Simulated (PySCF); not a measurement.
# OsO₂⁺, doublet: computed properties

These are results of UPBE0 in PySCF with Os def2-TZVP with ECP60, O def2-TZVP; scalar-relativistic core potentials, no spin–orbit coupling; density-fitted integrals, not measurements.

The structure is a minimum.

```xyz
3
charge 1 multiplicity 2, angstrom
Os   -0.0869   -0.0869    0.0000
O     0.5214    0.5214    1.4111
O     0.5214    0.5214   -1.4111
```

| Item | Value |
| --- | --- |
| Point group | C2v |
| Bond lengths | Os–O 1.653 Å (×2) |
| Bond angles | O–Os–O 117.3° |
| Enthalpy at 298.15 K above 0 K | 11.30 kJ/mol |
| Principal quadrupole moments (Buckingham, traceless) about the centre of mass | -1.89, -1.06, 2.95 D Å |
| Lowest empty level (α) | -11.93 eV |
| Entropy at 298.15 K and 1 bar (electronic part: spin only) | 280.6 J/(mol K) |
| Spin squared ⟨S²⟩ | 1.003 |
| Rotational constants | 0.8309, 0.2646, 0.2007 cm⁻¹ |
| Zero-point energy | 14.3 kJ/mol |
| Rotational symmetry number | 2 |
| Heat capacity Cp at 298.15 K | 43.2 J/(mol K) |
| Principal polarisabilities | 25.6, 27.5, 42.3 bohr³ |
| Dipole moment about the centre of mass | 3.07 D |
| Highest occupied level (β) | -15.09 eV |

Harmonic modes (masses in u: Os 191.961, O 15.995):
```json
{"symmetry": "a1", "ω (cm⁻¹)": "263", "IR (km/mol)": "1.1", "μ (u)": "17.47"}
{"symmetry": "b2", "ω (cm⁻¹)": "1011", "IR (km/mol)": "90.8", "μ (u)": "17.76"}
{"symmetry": "a1", "ω (cm⁻¹)": "1110", "IR (km/mol)": "1.9", "μ (u)": "16.77"}
```

In C2v the vibrations span 2a1 + b2. Here b1 is antisymmetric to the molecular plane and b2 lies in it.

Charges (e):
```csv
atom,Mulliken,Löwdin,polar tensor,spin (Mulliken),Mayer order to Os1
Os1,1.42,1.18,1.72,0.92,–
"O2,3",-0.21,-0.09,-0.36,0.04,2.20
```
Other Mayer orders above 0.3: O–O 0.33.

Mulliken populations on Os1 (electrons outside its core potential): s 2.61, p 6.17, d 5.71, f 0.09.

Outer orbital energies (eV). α occupied: -21.45, -20.96, -20.51, -19.66, -19.11, -17.40, -15.59, -15.45; empty: -11.93, -11.04, -9.06, -7.03. β occupied: -21.24, -20.95, -19.96, -19.43, -18.40, -17.50, -15.09; empty: -11.72, -11.57, -10.45, -8.91.

Formally Os is in oxidation state +5, d3, with 1 unpaired electron (the high-spin count would be 3). The Mulliken spin on Os is 0.92. The polar-tensor charge on Os, 1.72, is far below the formal one.

The determinant is spin-contaminated (⟨S²⟩ = 1.00, pure value 0.75). This need not be the most stable arrangement of these atoms. Open d and f shells are described by one determinant, and the ground state may have another occupation or spin. No spin–orbit coupling is included, which matters more the heavier the element.

The final relaxation and frequency run took about 5 core-minutes on a shared host.
